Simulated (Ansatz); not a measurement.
Harmonic frequencies (cm⁻¹) at PBE0-D4/def2-TZVP from Ansatz: 41, 139, 159, 189, 199, 251, 334, 403, 462, 524, 614, 652, 773, 801, 856, 901, 934, 976, 990, 1066, 1102, 1127, 1230, 1337, 1408, 1485, 1497, 2214, 2220, 2566, 2644, 2707, 3043, 3067, 3111, 3119.

Each molecule was computed in one conformer, which needn't be the lowest.

Problem. Which molecule is it?
A. `CB[SiH2]SC`
B. `CBS[SiH2]C`
C. `BC(C)[SiH2]S`
D. `CCBS[SiH3]`

Solution. C.
